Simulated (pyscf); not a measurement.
**`[CH3][CH2][SiH2][Cl]`, singlet**

Gas-phase minimum from PySCF at ωB97X-D3(BJ)/def2-SVP, one conformer. 

```xyz
11

C     -1.7541    -0.4135    -2.2652
C     -1.0364    -1.0616    -1.0738
Si     0.3347     0.0115    -0.3865
Cl     1.2319    -0.9629     1.2101
H     -2.5561    -1.0609    -2.6533
H     -2.2143     0.5485    -1.9853
H     -1.0584    -0.2166    -3.0976
H     -0.5976    -2.0331    -1.3593
H     -1.7452    -1.2742    -0.2551
H     -0.1967     1.3105     0.1106
H      1.3824     0.2684    -1.4127
```

Bond lengths (Å): C1–C2 1.534, C1–H5 1.101, C1–H6 1.103, C1–H7 1.103, C2–Si3 1.872, C2–H8 1.104, C2–H9 1.104, Si3–Cl4 2.074, Si3–H10 1.489, Si3–H11 1.489. Angles (°): C2–C1–H5 111.5, C2–C1–H6 111.5, C2–C1–H7 111.5, H5–C1–H6 107.4, H5–C1–H7 107.4, H6–C1–H7 107.4, C1–C2–Si3 112.7, C1–C2–H8 110.9, C1–C2–H9 110.9, Si3–C2–H8 108.0, Si3–C2–H9 108.0, H8–C2–H9 106.1, C2–Si3–Cl4 109.3, C2–Si3–H10 111.2 (the first ones only).

Properties at ωB97X-D3(BJ)/def2-SVP:

```json
{
 "harmonic_wavenumbers_unscaled": "73, 135, 205, 279, 504, 564, 684, 706, 781, 877, 975, 988, 996, 1060, 1253, 1279, 1411, 1443, 1485, 1490, 2269, 2269, 3061, 3080, 3133, 3151, 3155 cm⁻¹",
 "zero_point_energy": "53.3 kcal/mol",
 "rotational_symmetry_number": "1",
 "Entropy of this conformer at 298 K and 1 atm, rigid rotor and harmonic oscillator, modes under 100 cm⁻¹ raised to 100": "328.6 J/(mol K)",
 "dipole_moment": "2.01 D"
}
```

Single-point totals, which compare only within one level (frozen core for MP2 and CC):

| level | total energy (hartree) |
|---|---|
| ωB97X-D3(BJ)/def2-TZVP | -830.31344 |
| PBE/def2-TZVP | -829.76415 |
| r²SCAN/def2-TZVP | -830.11557 |
| B3LYP-D3(BJ)/def2-TZVP | -830.28416 |
| PBE0-D3(BJ)/def2-TZVP | -829.85795 |
| M06-2X/def2-TZVP | -830.14319 |
| ωB97M-D3(BJ)/def2-TZVP | -830.33819 |
| HF/def2-TZVPP | -828.35769 |
| MP2/def2-TZVPP | -829.02785 |
| CCSD/def2-TZVPP | -829.08542 |
| CCSD(T)/def2-TZVPP | -829.11350 |

Soft torsions are taken as harmonic, which can shift the entropy by several J/(mol K). The CCSD(T) − MP2 part came from Ansatz, without density fitting, on the same reference.
